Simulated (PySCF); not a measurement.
A PySCF script (with the pyscf-properties extension) for the NMR shieldings of `[C@@H]1(C)BCCS[C@@H]1B(F)F`, C5H10B2F2S, on a GFN2-xTB geometry:

```python
import basis_set_exchange as bse
import numpy as np
from pyscf import gto, dft
from pyscf.prop import nmr

atoms = """
C    -1.854752   -0.596455    0.271190
C    -0.718486   -0.146370   -0.668499
B     0.309716   -1.346075   -0.786501
C     1.644356   -1.398161    0.040491
C     2.172927   -0.080266    0.598096
S     0.854314    0.909234    1.376492
C    -0.124067    1.186340   -0.152439
B    -1.236345    2.302317    0.034497
F    -1.973831    2.688255   -0.991693
F    -1.522065    2.926373    1.153020
H    -2.655854    0.141560    0.276293
H    -2.262289   -1.552946   -0.046074
H    -1.476505   -0.698640    1.285980
H    -1.175198    0.073369   -1.641254
H     0.009126   -2.275178   -1.433663
H     2.452944   -1.898223   -0.499923
H     1.415730   -2.058392    0.886680
H     2.916678   -0.240216    1.378208
H     2.617675    0.530531   -0.189453
H     0.600778    1.543622   -0.894482
"""
names = dict.fromkeys(["C", "B", "S", "F", "H"], "pcSseg-1")
basis = {el: gto.basis.parse(bse.get_basis(n, elements=[el], fmt="nwchem")) for el, n in names.items()}
mol = gto.M(atom=atoms, basis=basis, charge=0, verbose=0)
mf = dft.RKS(mol, xc="PBE0")
mf.grids.level = 2
mf.grids.alignment = dft.numint.BLKSIZE   # the property module wants whole blocks of grid points
mf.conv_tol = 1e-9
mf.kernel()

calc = nmr.RKS(mf)   # GIAO
C = mf.mo_coeff
Co = C[:, mf.mo_occ > 0]
resp = mf.gen_response(singlet=True, hermi=2)
def vind(x):   # induced exchange potential for any number of trial vectors
    d = np.einsum("pi,xij,qj->xpq", C, 2 * x.reshape(-1, C.shape[1], Co.shape[1]), Co, optimize=True)
    return np.einsum("xpq,pi,qj->xij", resp(d - d.transpose(0, 2, 1)), C, Co, optimize=True).ravel()
mo1, _ = nmr.rhf.solve_mo1(calc, with_cphf=vind)
sigma = calc.kernel(mo1)
for i, s in enumerate(sigma):   # ppm
    w = np.linalg.eigvalsh((s + s.T) / 2)
    print("%2d %-2s iso %8.1f  s11 %8.1f  s22 %8.1f  s33 %8.1f" % (i, mol.atom_pure_symbol(i), w.mean(), *w))
```

Q: What are the results?

A: 
```
 0 C  iso    173.2  s11    159.3  s22    172.4  s33    187.9
 1 C  iso    153.3  s11    139.3  s22    150.7  s33    169.9
 2 B  iso     14.4  s11    -63.6  s22    -15.2  s33    122.0
 3 C  iso    155.8  s11    131.1  s22    152.8  s33    183.4
 4 C  iso    149.5  s11    137.3  s22    140.2  s33    171.1
 5 S  iso    523.4  s11    396.5  s22    486.3  s33    687.5
 6 C  iso    145.8  s11    133.1  s22    142.4  s33    161.8
 7 B  iso     72.8  s11     47.5  s22     80.7  s33     90.2
 8 F  iso    247.5  s11     68.4  s22    298.5  s33    375.5
 9 F  iso    232.2  s11     44.8  s22    281.4  s33    370.4
10 H  iso     30.9  s11     26.3  s22     29.7  s33     36.8
11 H  iso     30.7  s11     25.8  s22     27.8  s33     38.5
12 H  iso     29.9  s11     24.8  s22     31.1  s33     33.8
13 H  iso     29.3  s11     24.2  s22     28.2  s33     35.6
14 H  iso     24.1  s11     19.3  s22     25.8  s33     27.1
15 H  iso     29.4  s11     24.0  s22     27.7  s33     36.6
16 H  iso     30.4  s11     26.4  s22     28.9  s33     36.0
17 H  iso     29.0  s11     22.9  s22     27.3  s33     36.9
18 H  iso     29.0  s11     23.6  s22     28.3  s33     35.0
19 H  iso     28.9  s11     24.5  s22     28.4  s33     33.8
```

These numbers come from an equivalent density-fitted implementation of the same equations, which agrees with the script to about 0.01 ppm for H and up to a few tenths of a ppm for heavy atoms, so last digits may differ.

Size and cost of the density-fitted run: 227 basis functions, 89 s wall time on 1 thread of an Arm Neoverse N1, shared host; peak memory 1 GiB.
